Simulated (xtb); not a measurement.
ClTe (SMILES Cl[Te+]), charge +1, singlet, from a rough starting geometry; GFN2-xTB run with xtb.

xtb was given this input:
```
$ xtb mol.xyz --gfn 2 --chrg 1 --opt vtight --json

# file mol.xyz
2

Te    -0.63428789    -0.63285019    -0.63161083
Cl     0.59639853     0.70741242     0.62172248
```

Problem. What does xtb print? Leave out banner, timings and long lists.

Solution. 
```
   ID    Z sym.   atoms
    1   52 Te     1
    2   17 Cl     2

           -------------------------------------------------
          |                Calculation Setup                |
           -------------------------------------------------

           -------------------------------------------------
          |                 G F N 2 - x T B                 |
           -------------------------------------------------

          ...................................................
          :                      SETUP                      :
          :.................................................:
          :  # basis functions                  20          :
          :  # atomic orbitals                  18          :
          :  # shells                            6          :
          :  # electrons                        12          :
          :  max. iterations                   250          :
          :  Hamiltonian                  GFN2-xTB          :
          :  restarted?                      false          :
          :  GBSA solvation                  false          :
          :  PC potential                    false          :
          :  electronic temp.          300.0000000     K    :
          :  accuracy                    1.0000000          :
          :  -> integral cutoff          0.2500000E+02      :
          :  -> integral neglect         0.1000000E-07      :
          :  -> SCF convergence          0.1000000E-05 Eh   :
          :  -> wf. convergence          0.1000000E-03 e    :
          :  Broyden damping             0.4000000          :
          :  net charge                          1          :
          :  unpaired electrons                  0          :
          ...................................................

 iter      E             dE          RMSdq      gap      omega  full diag
   1     -4.1134638 -0.411346E+01  0.397E+01    0.00       0.0  T
   2     -1.7968010  0.231666E+01  0.417E+01    0.00       1.0  T
   3     -7.0227892 -0.522599E+01  0.900E+00    0.00       1.0  T
   4     -6.9881798  0.346094E-01  0.989E+00    0.00       1.0  T
   5     -7.0568066 -0.686268E-01  0.572E+00    0.00       1.0  T
   6     -7.0783782 -0.215716E-01  0.354E+00    0.00       1.0  T
   7     -7.0900131 -0.116348E-01  0.225E+00    0.00       1.0  T
   8     -7.0908173 -0.804263E-03  0.216E+00    0.00       1.0  T
   9     -7.0937976 -0.298025E-02  0.179E+00    0.00       1.0  T
  10     -7.1002740 -0.647641E-02  0.154E-01    0.00       1.0  T
  11     -7.1003116 -0.375849E-04  0.357E-02    0.00       2.0  T
  12     -7.1002951  0.164844E-04  0.914E-02    0.00       1.0  T
  13     -7.1003103 -0.151920E-04  0.266E-02    0.00       2.7  T
  14     -7.1003116 -0.134382E-05  0.203E-03    0.00      34.9  T
  15     -7.1003116  0.166977E-08  0.135E-03    0.00      52.2  T
  16     -7.1003116 -0.223679E-08  0.869E-04    0.00      81.4  T
  17     -7.1003116 -0.120527E-08  0.449E-05    0.00    1575.4  T

   *** convergence criteria satisfied after 17 iterations ***

         :::::::::::::::::::::::::::::::::::::::::::::::::::::
         ::                     SUMMARY                     ::
         :::::::::::::::::::::::::::::::::::::::::::::::::::::
         :: total energy              -7.095838308655 Eh    ::
         :: gradient norm              0.004863329464 Eh/a0 ::
         :: HOMO-LUMO gap              0.000000049981 eV    ::
         ::.................................................::
         :: SCC energy                -7.100311647469 Eh    ::
         :: -> isotropic ES            0.161736839413 Eh    ::
         :: -> anisotropic ES         -0.008556504887 Eh    ::
         :: -> anisotropic XC         -0.003967437776 Eh    ::
         :: -> dispersion             -0.000907705389 Eh    ::
         :: repulsion energy           0.004473338814 Eh    ::
         :: add. restraining           0.000000000000 Eh    ::
         :: total charge               1.000000000000 e     ::
         :::::::::::::::::::::::::::::::::::::::::::::::::::::

      -----------------------------------------------------------
     |                   =====================                   |
     |                        A N C O P T                        |
     |                   =====================                   |
     |               Approximate Normal Coordinate               |
     |                Rational Function Optimizer                |
      -----------------------------------------------------------
      -----------------------------------------------------------
     |                   =====================                   |
     |                        A N C O P T                        |
     |                   =====================                   |
     |               Approximate Normal Coordinate               |
     |                Rational Function Optimizer                |
      -----------------------------------------------------------

          ...................................................
          :                      SETUP                      :
          :.................................................:
          :   optimization level         verytight          :
          :   max. optcycles                   200          :
          :   ANC micro-cycles                  20          :
          :   degrees of freedom                 1          :
          :.................................................:
          :   RF solver                   davidson          :
          :   write xtbopt.log                true          :
          :   linear (good luck)              true          :
          :   energy convergence         0.1000000E-06 Eh   :
          :   grad. convergence          0.2000000E-03 Eh/α :
          :   maxmium RF displ.          1.0000000          :
          :   Hlow (freq-cutoff)         0.1000000E-01      :
          :   Hmax (freq-cutoff)         5.0000000          :
[...]
 * total energy  :    -7.0958383 Eh     change       -0.2498446E-11 Eh
 * total energy  :    -7.0958018 Eh     change        0.3652010E-04 Eh
 * total energy  :    -7.0958684 Eh     change       -0.6663986E-04 Eh
 * total energy  :    -7.0958684 Eh     change       -0.1668963E-07 Eh
   *** GEOMETRY OPTIMIZATION CONVERGED AFTER 4 ITERATIONS ***
[...]
          :  -> wf. convergence          0.1000000E-03 e    :
          :  Broyden damping             0.4000000          :
          :  net charge                          1          :
          :  unpaired electrons                  0          :
          ...................................................

 iter      E             dE          RMSdq      gap      omega  full diag
   1     -7.1000347 -0.710003E+01  0.383E-04    0.00       0.0  T
   2     -7.1000347  0.383212E-09  0.655E-04    0.00     107.9  T
   3     -7.1000347 -0.342424E-09  0.570E-04    0.00     124.0  T

   *** convergence criteria satisfied after 3 iterations ***

         :::::::::::::::::::::::::::::::::::::::::::::::::::::
         ::                     SUMMARY                     ::
         :::::::::::::::::::::::::::::::::::::::::::::::::::::
         :: total energy              -7.095868445042 Eh    ::
         :: gradient norm              0.000072447605 Eh/a0 ::
         :: HOMO-LUMO gap              0.000002729736 eV    ::
         ::.................................................::
         :: SCC energy                -7.100034746848 Eh    ::
         :: -> isotropic ES            0.161730967339 Eh    ::
         :: -> anisotropic ES         -0.008666186296 Eh    ::
         :: -> anisotropic XC         -0.004019938694 Eh    ::
         :: -> dispersion             -0.000907650674 Eh    ::
         :: repulsion energy           0.004166301805 Eh    ::
         :: add. restraining           0.000000000000 Eh    ::
         :: total charge               1.000000000000 e     ::
         :::::::::::::::::::::::::::::::::::::::::::::::::::::

           -------------------------------------------------
          |                Property Printout                |
           -------------------------------------------------

    * Orbital Energies and Occupations

         #    Occupation            Energy/Eh            Energy/eV
      -------------------------------------------------------------
         1        2.0000           -1.3399968             -36.4632
         2        2.0000           -1.1843163             -32.2269
         3        2.0000           -0.8206611             -22.3313
         4        2.0000           -0.7898420             -21.4927
         5        2.0000           -0.7898420             -21.4927
         6        1.0000           -0.7001211             -19.0513 (HOMO)
         7        1.0000           -0.7001210             -19.0513 (LUMO)
         8                         -0.5611259             -15.2690
         9                         -0.3552593              -9.6671
        10                         -0.3552593              -9.6671
        11                         -0.3095603              -8.4236
        12                         -0.3095601              -8.4236
        13                         -0.2982571              -8.1160
        14                         -0.2982571              -8.1160
        15                         -0.2913071              -7.9269
        16                         -0.2913070              -7.9269
        17                         -0.2769854              -7.5372
        18                          0.2759246               7.5083
      -------------------------------------------------------------
                  HL-Gap            0.0000001 Eh            0.0000 eV
             Fermi-level           -0.7001210 Eh          -19.0513 eV

     #   Z          covCN         q      C6AA      α(0)
     1  52 Te       0.830     0.400   397.483    37.159
     2  17 Cl       0.830     0.600    82.924    13.931

 Mol. C6AA /au·bohr⁶  :        838.283389
 Mol. C8AA /au·bohr⁸  :      67097.724416
 Mol. α(0) /au        :         51.089755

Wiberg/Mayer (AO) data.
largest (>0.10) Wiberg bond orders for each atom

 ---------------------------------------------------------------------------
     #   Z sym  total        # sym  WBO       # sym  WBO       # sym  WBO
 ---------------------------------------------------------------------------
     1  52 Te   1.832 --     2 Cl   1.832
     2  17 Cl   1.832 --     1 Te   1.832
 ---------------------------------------------------------------------------

Topologies differ in total number of bonds
Writing topology from bond orders to xtbtopo.mol

molecular dipole:
                 x           y           z       tot (Debye)
 q only:        0.198       0.325       0.228
   full:       -0.236      -0.147      -0.213       0.890
molecular quadrupole (traceless):
                xx          xy          yy          xz          yz          zz
 q only:       -0.186       2.235       0.279       2.067       2.289      -0.093
  q+dip:       -0.224       3.654       0.340       3.444       3.716      -0.116
   full:       -0.144       2.487       0.221       2.352       2.526      -0.077

           -------------------------------------------------
          |                Geometry Summary                 |
           -------------------------------------------------

      molecular mass/u    :      163.0560641
   center of mass at/Å    :       -0.3681491      -0.3430153      -0.3605746
  moments of inertia/u·Å² :        0.4470874E-14   0.1365706E+03   0.1365706E+03
rotational constants/cm⁻¹ :        0.3770545E+16   0.1234353E+00   0.1234353E+00

 * 1 selected distances

     #   Z          #   Z                                           value/Å
     0   0          0   0                                         0.0000000 (max)

 * 0 distinct bonds (by element types)

   Z      Z             #   av. dist./Å        max./Å        min./Å

optimized geometry written to: xtbopt.xyz

           -------------------------------------------------
          | TOTAL ENERGY               -7.095868445042 Eh   |
          | GRADIENT NORM               0.000072447605 Eh/α |
          | HOMO-LUMO GAP               0.000002729736 eV   |
           -------------------------------------------------

normal termination of xtb
```
